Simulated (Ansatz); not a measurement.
Job for Ansatz (a quantum-chemistry and plane-wave program): U-CCSD(T)/def2-TZVPP on Li, 2S+1 = 2, a spin state set in the input, which need not be the lowest.

Ansatz 0.2 input:
```yaml
crystal:
  periodic: [false, false, false]
  atoms:
    - {symbol: Li, position_ang: [0.00000000, 0.00000000, 0.00000000]}
basis:
  gaussian:
    orbitals: def2-TZVPP
magnetization: {spin_polarized: true, initial_magnetization: 1}
correlation: {method: ccsd_t, electrons: valence}
scf: {lower_state_search: full}
```

Program output:

```
Functional definition: HF
[...]
integrals: 0.00 GiB planned
94 factors; integrals over basis functions are off by at most 1.7e-4 eV
mean field: 0.04 GiB planned
mean field evaluation 1: about -202.2338 eV, gradient 6.3e-1 eV
mean field evaluation 2: about -202.2338 eV, gradient 6.3e-1 eV
mean field evaluation 4: about -202.2534 eV, gradient 5.1e-3 eV
mean field evaluation 8: about -202.2338 eV, gradient 6.3e-1 eV
mean field evaluation 16: about -202.2534 eV, gradient 5.2e-3 eV
mean field evaluation 32: about -200.2037 eV, gradient 4.6e-3 eV
mean field -202.25339634 eV, -7.4326752232 hartree, gradient 7.2e-6 eV, S^2 0.750016; 3 other end points of the search recorded, 0 dependent functions left out
determinant -202.25339634 eV, -7.4326752232 hartree, with singles and doubles -203.21684716 eV, -7.4680813879 hartree
determinant -200.20366542 eV, -7.3573490012 hartree, with singles and doubles -201.16535629 eV, -7.3926904890 hartree
reference -202.25339634 eV, -7.4326752232 hartree; 2, 1 occupied and 17, 18 virtual orbitals, 94 factors
second order -0.84139757 eV of doubles, -0.00000000 eV of singles
coupled cluster: 0.04 GiB planned
cycle   1  -0.96081592 eV  change   -6.3e-2 eV  update   4.1e-3
cycle   2  -0.96203533 eV  change   -1.2e-3 eV  update   1.7e-3
cycle   3  -0.96227612 eV  change   -2.4e-4 eV  update   5.5e-4
cycle   4  -0.96219358 eV  change    8.3e-5 eV  update   6.3e-5
cycle   5  -0.96218091 eV  change    1.3e-5 eV  update   7.2e-6
cycle   6  -0.96218061 eV  change    3.0e-7 eV  update   1.3e-6
perturbative correction -0.00046389 eV, -0.0000170477 hartree
Total energy: -203.21604084 eV, -7.4680517561 hartree
```

The run converged.

Cost: very roughly 0.6 core-seconds.
